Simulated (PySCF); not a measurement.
# Correlation energy of Rh (rhodium, neutral)

[Kr] 4d7 5s1 5p1, one real determinant (an excited configuration). All numbers are calculated (PySCF 2.14, the spin-free X2C one-electron Hamiltonian (Gaussian nucleus), in x2c-TZVPPall). Frozen: [Ar] 3d10; 17 electrons correlated.

```tsv
level	correlation energy (mhartree)
CCSD	-485.70
(T)	-12.73
CCSD(T)	-498.43
```

Diagnostics: T1 = 0.013, D1 = 0.0497, largest double amplitude 0.030.

The real determinant used has ⟨L²⟩ near 14 against 20 for a pure G term, so it mixes terms.

Cost of the coupled-cluster step: of the order of 50 core-seconds, for 17 correlated electrons.

Iterations:

```
CC2 = 0
CCSD nocc = (np.int64(11), np.int64(6)), nmo = (65, 65)
frozen orbitals [[0, 1, 2, 3, 4, 5, 6, 7, 8, 9, 10, 11, 12, 13], [0, 1, 2, 3, 4, 5, 6, 7, 8, 9, 10, 11, 12, 13]]
max_cycle = 100
direct = 0
conv_tol = 1e-08
conv_tol_normt = 1e-06
diis_space = 8
diis_start_cycle = 0
Init t2, MP2 energy = -0.485744147297479
Init E_corr(UCCSD) = -0.48574414730197
cycle = 1  E_corr(UCCSD) = -0.476730363906742  dE = 0.0090137834  norm(t1,t2) = 0.0584704
cycle = 2  E_corr(UCCSD) = -0.484620633752164  dE = -0.00789026985  norm(t1,t2) = 0.0178885
cycle = 3  E_corr(UCCSD) = -0.484982600725343  dE = -0.000361966973  norm(t1,t2) = 0.00966265
cycle = 4  E_corr(UCCSD) = -0.48568357668944  dE = -0.000700975964  norm(t1,t2) = 0.00486641
cycle = 5  E_corr(UCCSD) = -0.485653800191059  dE = 2.97764984e-05  norm(t1,t2) = 0.00279797
cycle = 6  E_corr(UCCSD) = -0.485600622206161  dE = 5.31779849e-05  norm(t1,t2) = 0.00185668
cycle = 7  E_corr(UCCSD) = -0.485711450861885  dE = -0.000110828656  norm(t1,t2) = 0.00139049
cycle = 8  E_corr(UCCSD) = -0.485706405490145  dE = 5.04537174e-06  norm(t1,t2) = 0.00108008
cycle = 9  E_corr(UCCSD) = -0.485665013808708  dE = 4.13916814e-05  norm(t1,t2) = 0.000806219
cycle = 10  E_corr(UCCSD) = -0.485694576306927  dE = -2.95624982e-05  norm(t1,t2) = 0.000603833
cycle = 11  E_corr(UCCSD) = -0.485702883933382  dE = -8.30762645e-06  norm(t1,t2) = 0.000386753
cycle = 12  E_corr(UCCSD) = -0.485707171104064  dE = -4.28717068e-06  norm(t1,t2) = 0.000197632
cycle = 13  E_corr(UCCSD) = -0.485705471311476  dE = 1.69979259e-06  norm(t1,t2) = 0.000117068
cycle = 14  E_corr(UCCSD) = -0.485703317254311  dE = 2.15405716e-06  norm(t1,t2) = 6.56701e-05
cycle = 15  E_corr(UCCSD) = -0.485704581485632  dE = -1.26423132e-06  norm(t1,t2) = 2.55608e-05
cycle = 16  E_corr(UCCSD) = -0.485704521275349  dE = 6.02102824e-08  norm(t1,t2) = 9.7087e-06
cycle = 17  E_corr(UCCSD) = -0.485704585049317  dE = -6.37739672e-08  norm(t1,t2) = 5.17751e-06
cycle = 18  E_corr(UCCSD) = -0.485704599547893  dE = -1.44985767e-08  norm(t1,t2) = 2.59309e-06
cycle = 19  E_corr(UCCSD) = -0.48570451748718  dE = 8.20607136e-08  norm(t1,t2) = 1.36042e-06
cycle = 20  E_corr(UCCSD) = -0.485704533697498  dE = -1.62103181e-08  norm(t1,t2) = 7.68215e-07
cycle = 21  E_corr(UCCSD) = -0.485704536837437  dE = -3.13993931e-09  norm(t1,t2) = 4.43263e-07
UCCSD converged
E(UCCSD) = -4781.569606168871  E_corr = -0.485704536837437
UCCSD(T) correction = -0.0127338007484354
```

The basis was made for the ground configuration and has no added diffuse functions, which can raise the energy of the promoted electron.

The reference is one real determinant that mixes LS terms of this configuration.

This basis was not built for core-valence correlation, so the inner-shell part is incomplete.
